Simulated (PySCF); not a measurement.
C4H4ClF. Atoms are numbered in the order given.

```xyz
10

C      1.1048    -1.9845     0.0000
C      0.4670    -0.8020     0.0000
Cl    -1.2869    -0.7829     0.0000
C      1.1705     0.4759     0.0000
C      0.7055     1.7332     0.0000
F     -0.5772     2.0801     0.0000
H      0.5566    -2.9269     0.0000
H      2.1967    -2.0150     0.0000
H      2.2608     0.3940     0.0000
H      1.3714     2.6013     0.0000
```

The structure is a stationary point at B3LYP-D3(BJ)/def2-SVP. The structure was generated by enumeration; whether it is a known compound was not checked. One conformer was computed; it need not be the lowest.

Computed with B3LYP-D3(BJ)/def2-SVP (PySCF).

Frequencies are harmonic and unscaled.

**Question.** List the normal modes with their intensities. (The exact figures need the calculation; the answer reports its results.)

**Answer.** 
| mode | ν (cm⁻¹) | IR (km/mol) | moving atoms (share of kinetic energy) |
|---|---|---|---|
| 1 | 63 | 0.8 | C 42 %, F 33 %, H 16 %, Cl 9 % |
| 2 | 178 | 0.9 | F 50 %, Cl 40 % |
| 3 | 320 | 2.3 | C 43 %, F 32 %, Cl 20 % |
| 4 | 333 | 10.1 | C 67 %, H 27 % |
| 5 | 393 | 3.3 | C 52 %, H 31 %, Cl 18 % |
| 6 | 605 | 1.2 | C 76 %, H 20 % |
| 7 | 635 | 21.9 | C 58 %, Cl 31 %, H 11 % |
| 8 | 690 | 1.6 | H 93 % |
| 9 | 779 | 6.5 | C 81 %, F 10 % |
| 10 | 805 | 15.0 | H 72 %, C 27 % |
| 11 | 888 | 43.1 | H 70 %, C 30 % |
| 12 | 916 | 5.0 | H 47 %, C 46 % |
| 13 | 945 | 0.2 | H 77 %, C 23 % |
| 14 | 1070 | 45.5 | H 42 %, C 36 %, F 22 % |
| 15 | 1237 | 97.8 | C 60 %, H 35 % |
| 16 | 1296 | 46.3 | H 73 %, C 16 %, F 10 % |
| 17 | 1376 | 3.9 | H 81 %, C 19 % |
| 18 | 1438 | 37.5 | H 64 %, C 35 % |
| 19 | 1655 | 4.9 | C 88 %, H 12 % |
| 20 | 1746 | 125.0 | C 93 % |
| 21 | 3158 | 1.2 | H 95 % |
| 22 | 3177 | 0.5 | H 92 % |
| 23 | 3201 | 8.5 | H 91 %, C 9 % |
| 24 | 3267 | 1.1 | H 89 %, C 11 % |
